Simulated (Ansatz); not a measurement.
Computed with Ansatz.

A structure relaxed at PBE0-D4/def2-TZVP, charge 0, multiplicity 1:

Cartesian coordinates in Å:
```
F 1.854 0.556 2.073
B 0.872 0.262 1.245
C 1.048 -0.456 -0.117
C -0.003 0.033 -1.125
Ga -1.748 0.187 -0.184
H -0.245 0.585 1.628
H 0.854 -1.517 0.119
H 2.076 -0.422 -0.494
H -0.086 -0.652 -1.974
H 0.280 1.007 -1.530
H -2.583 1.520 -0.160
H -2.320 -1.104 0.518
```

Question: Give its formula and SMILES.

Answer: C2H7BFGa, `FBC[CH2][GaH2]`.

Question: Summarise the bond lengths by kind.

Answer: 1 × B–F 1.318 Å; 1 × B–C 1.549 Å; 1 × B–H 1.224 Å; 1 × C–C 1.536 Å; 4 × C–H 1.093 to 1.104 Å; 1 × C–Ga 1.989 Å; 2 × Ga–H 1.572 to 1.576 Å.
